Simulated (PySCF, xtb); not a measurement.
C₅H₄O₂, SMILES C=C1OC=CC1=O.

GFN2-xTB (xtb) at its own geometry gives an orbital gap of 2.49 eV and a dipole moment of 3.03 D.

The structure is a stationary point at B3LYP-D3(BJ)/def2-SVP.

### Question
What does PySCF with PBE0/def2-TZVP give? (Estimate from the structure and the level; the computed values follow.)

### Answer
gap 4.99 eV (levels -7.28 and -2.29 eV), dipole 3.05 D.
